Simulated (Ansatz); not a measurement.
Total energies of Mg₁₁MnS₁₁Br₂ from Ansatz at r2SCAN-D4/def2-SVP, gas phase (1 Eh = 27.2114 eV = 2625.5 kJ/mol). The reference geometry is relaxed at PBE-D4/def2-SVP.

Cartesian coordinates in Å:
```
S -2.365 -1.474 1.011
S -4.299 -0.226 -2.675
S 1.067 -4.239 -0.393
S 4.064 -1.770 -0.604
S 0.112 -0.468 -2.356
S -4.226 1.862 0.455
S 1.046 -1.098 1.363
S -0.291 2.259 0.277
S -1.870 2.482 -3.522
S 3.175 1.616 2.310
S -1.175 1.518 3.961
Mg -0.477 -2.979 0.919
Mg -2.043 0.034 -3.388
Mg -4.063 -0.455 -0.308
Mg -3.603 2.075 -1.871
Mg 1.725 -1.907 -1.183
Mg 3.093 -3.551 0.771
Mg 3.555 -0.655 1.519
Mg 0.084 2.096 -2.197
Mg 2.174 2.278 0.281
Mn -0.659 -0.105 -0.037
Mg -2.310 1.676 1.942
Mg 0.781 1.032 2.812
Br 3.933 -2.835 3.053
Br 2.573 2.835 -2.143
```

```json
{"state": "charge 0 sextet", "geometry": "reference", "energy (Eh)": "-12878.58470"}
{"state": "charge 0 quartet", "geometry": "relaxed at PBE-D4/def2-SVP", "energy (Eh)": "-12878.54356"}
{"state": "free S atom (triplet)", "geometry": "–", "energy (Eh)": "-397.94924"}
{"state": "free Mg atom (singlet)", "geometry": "–", "energy (Eh)": "-199.96227"}
{"state": "free Mn atom (sextet)", "geometry": "–", "energy (Eh)": "-1150.79006"}
{"state": "free Br atom (doublet)", "geometry": "–", "energy (Eh)": "-2573.78750"}
```

Single mean-field runs in def2-SVP are fitted with def2-universal-jkfit.

**Question.** Which of the charge 0 states is lowest, and how far above it are the others?

**Answer.** The sextet. quartet: -12878.54356 − (-12878.58470) = 0.04114 Eh = 108.0 kJ/mol. The quartet differs in its bonds from the reference.

**Question.** What is the binding energy per atom against free atoms?

**Answer.** Atoms: 11 × (-397.94924) + 11 × (-199.96227) + 1 × (-1150.79006) + 2 × (-2573.78750) = -12875.39167 Eh. Binding: -12875.39167 − (-12878.58470) = 3.19303 Eh = 86.89 eV, or 3.48 eV for each of 25 atoms (no zero-point energy, no counterpoise term).

At r2SCAN-D4/def2-SVP the charge 0 quartet is spin-contaminated (final ⟨S²⟩ up to 3.87, 3.75 for a pure state).
